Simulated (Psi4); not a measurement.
Cl$_{4}$Zr (SMILES [Cl][Zr]([Cl])([Cl])[Cl]), singlet, at a GFN2-xTB geometry (such geometries of metal compounds can be far from the true shape) (core potentials on Zr); B3LYP/def2-SVP (Psi4).

The Psi4 input:
```
memory 2 GB

molecule mol {
0 1
  Zr   -0.000000    0.000000    0.000000
  Cl    1.799195   -0.565192   -1.229787
  Cl    0.646516    0.465871    2.105684
  Cl   -0.985449    1.812776   -0.900920
  Cl   -1.460263   -1.713455    0.025024
}

set basis def2-svp
set reference rks

energy('b3lyp')
print_variables()
```

It wrote (shortened):

```
   => Loading Basis Set <=

    Name: DEF2-SVP
    Role: ORBITAL
    Keyword: BASIS

    !!!  WARNING: ECP capability is in beta. Please check occupations closely.  !!!

         ---------------------------------------------------------
                                   SCF
               by Justin Turney, Rob Parrish, Andy Simmonett
                          and Daniel G. A. Smith
                              RKS Reference
         ---------------------------------------------------------

  ==> Geometry <==

    Molecular point group: c1
    Full point group: C1

    Geometry (in Angstrom), charge = 0, multiplicity = 1:

       Center              X                  Y                   Z               Mass
    ------------   -----------------  -----------------  -----------------  -----------------
         ZR           0.000000152184     0.000000000000    -0.000000152184    89.904697700000
         CL           1.799195152184    -0.565192000000    -1.229787152184    34.968852682000
         CL           0.646516152184     0.465871000000     2.105683847816    34.968852682000
         CL          -0.985448847816     1.812776000000    -0.900920152184    34.968852682000
         CL          -1.460262847816    -1.713455000000     0.025023847816    34.968852682000

  Running in c1 symmetry.

  Rotational constants: A =      0.03566  B =      0.03566  C =      0.03566 [cm^-1]
  Rotational constants: A =   1069.18163  B =   1069.18145  C =   1069.18137 [MHz]
  Nuclear repulsion =  441.372309237578293

  Charge       = 0
  Multiplicity = 1
  Electrons    = 80
  Nalpha       = 40
  Nbeta        = 40

  ==> Algorithm <==

  SCF Algorithm Type is DF.
  DIIS enabled.
  MOM disabled.
  Fractional occupation disabled.
  Guess Type is SAD.
  Energy threshold   = 1.00e-06
  Density threshold  = 1.00e-06
  Integral threshold = 1.00e-12

  ==> Primary Basis <==

  Basis Set: DEF2-SVP
    Blend: DEF2-SVP
    Number of shells: 43
    Number of basis functions: 103
    Number of Cartesian functions: 112
    Spherical Harmonics?: true
    Max angular momentum: 3

  Core potential: DEF2-SVP
    Number of shells: 4
    Number of ECP primitives: 14
    Number of ECP core electrons: 28
    Max angular momentum: 3

  ==> DFT Potential <==

   => LibXC <=

    Version 7.1.2
    S. Lehtola, C. Steigemann, M. J. T. Oliveira, and M. A. L. Marques,  SoftwareX 7, 1–5 (2018) (10.1016/j.softx.2017.11.002)

   => Composite Functional: B3LYP <=

    B3LYP Hyb-GGA Exchange-Correlation Functional

    P. J. Stephens, F. J. Devlin, C. F. Chabalowski, and M. J. Frisch,  J. Phys. Chem. 98, 11623 (1994) (10.1021/j100096a001)

    Deriv               =              1
    GGA                 =           TRUE
    Meta                =          FALSE

    Exchange Hybrid     =           TRUE
    MP2 Hybrid          =          FALSE

   => Exchange Functionals <=

    0.0800   Slater exchange
    0.7200         Becke 88

   => Exact (HF) Exchange <=

    0.2000               HF

   => Correlation Functionals <=

    0.1900   Vosko, Wilk & Nusair (VWN5_RPA)
    0.8100   Lee, Yang & Parr

   => LibXC Density Thresholds  <==

    XC_HYB_GGA_XC_B3LYP:  1.00E-15

   => Molecular Quadrature <=

    Radial Scheme          =       TREUTLER
    Pruning Scheme         =           NONE
    Nuclear Scheme         =       TREUTLER

    Blocking Scheme        =         OCTREE
    BS radius alpha        =              1
    Pruning alpha          =              1
    Radial Points          =             75
    Spherical Points       =            302
    Total Points           =         108703
    Total Blocks           =            929
    Max Points             =            256
    Max Functions          =             92
    Weights Tolerance      =       1.00E-15

   => Loading Basis Set <=

    Name: (DEF2-SVP AUX)
    Role: JKFIT
    Keyword: DF_BASIS_SCF

  ==> Integral Setup <==

  SCF_SUBTYPE=INCORE selected. In-core MEM_DF algorithm will be used.
  Using in-core AOs.

  ==> MemDFJK: Density-Fitted J/K Matrices <==

    J tasked:                   Yes
    K tasked:                   Yes
    wK tasked:                   No
    Algorithm:                 Core
    Schwarz Cutoff:           1E-12
    Mask sparsity (%):       4.8638
    Fitting Condition:        1E-10

   => Auxiliary Basis Set <=

  Basis Set: (DEF2-SVP AUX)
    Blend: DEF2-UNIVERSAL-JKFIT
    Number of shells: 201
    Number of basis functions: 767
    Number of Cartesian functions: 1004
    Spherical Harmonics?: true
    Max angular momentum: 6

  Minimum eigenvalue in the overlap matrix is 1.1861228347E-02.
  Reciprocal condition number of the overlap matrix is 3.0768041616E-03.
    Using symmetric orthogonalization.

  ==> Pre-Iterations <==

  SCF Guess: Superposition of Atomic Densities via on-the-fly atomic UHF (no occupation information).

 WARNING: Atomic UHF is not converging! Try casting from a smaller basis or call Rob at CCMST.
   -------------------------
    Irrep   Nso     Nmo
   -------------------------
     A        103     103
   -------------------------
    Total     103     103
   -------------------------

  ==> Iterations <==

                           Total Energy        Delta E     RMS |[F,P]|

   @DF-RKS iter SAD: -1887.15023252134552   -1.88715e+03   0.00000e+00
   @DF-RKS iter   1: -1887.54465819070879   -3.94426e-01   4.71348e-03 DIIS/ADIIS
   @DF-RKS iter   2: -1887.56822932335945   -2.35711e-02   4.24826e-03 DIIS/ADIIS
   @DF-RKS iter   3: -1887.63957548853318   -7.13462e-02   1.85057e-03 DIIS/ADIIS
   @DF-RKS iter   4: -1887.66193201486863   -2.23565e-02   1.51254e-04 DIIS/ADIIS
   @DF-RKS iter   5: -1887.66206530396039   -1.33289e-04   5.79498e-05 DIIS
   @DF-RKS iter   6: -1887.66208708189174   -2.17779e-05   8.39978e-06 DIIS
   @DF-RKS iter   7: -1887.66208758199923   -5.00107e-07   1.92315e-06 DIIS
   @DF-RKS iter   8: -1887.66208760542304   -2.34238e-08   5.69950e-07 DIIS
  Energy and wave function converged.

  ==> Post-Iterations <==

   Electrons on quadrature grid:
      Ntotal   =   80.0000066662 ; deviation = 6.666e-06

    Orbital Energies [Eh]
    ---------------------

    Doubly Occupied:

[...]
      40A     -0.343663

    Virtual:

[...]
    Final Occupation by Irrep:
              A
    DOCC [    40 ]
    NA   [    40 ]
    NB   [    40 ]

  @DF-RKS Final Energy: -1887.66208760542304

   => Energetics <=

    Nuclear Repulsion Energy =            441.3723092375782926
    One-Electron Energy =               -3500.2057153535001817
    Two-Electron Energy =                1267.1729478901336279
    DFT Exchange-Correlation Energy =     -96.0016293796346645
    Empirical Dispersion Energy =           0.0000000000000000
    VV10 Nonlocal Energy =                  0.0000000000000000
    Total Energy =                      -1887.6620876054230393

Computation Completed

Properties will be evaluated at   0.000000,   0.000000,   0.000000 [a0]

Properties computed using the SCF density matrix

 Multipole Moments:

 ------------------------------------------------------------------------------------
     Multipole            Electronic (a.u.)      Nuclear  (a.u.)        Total (a.u.)
 ------------------------------------------------------------------------------------

 L = 1.  Multiply by 2.5417464519 to convert [e a0] to [Debye]
 Dipole X            :          0.0000413           -0.0000091            0.0000322
 Dipole Y            :          0.0000073           -0.0000000            0.0000073
 Dipole Z            :         -0.0000269            0.0000091           -0.0000178
 Magnitude           :                                                    0.0000374

 ------------------------------------------------------------------------------------

  Variable Map:
  ----------------------------------------------------------------------------
[...]
  Array Variable Map:
  ----------------------------------------------------------------------------
[...]
[...]
```
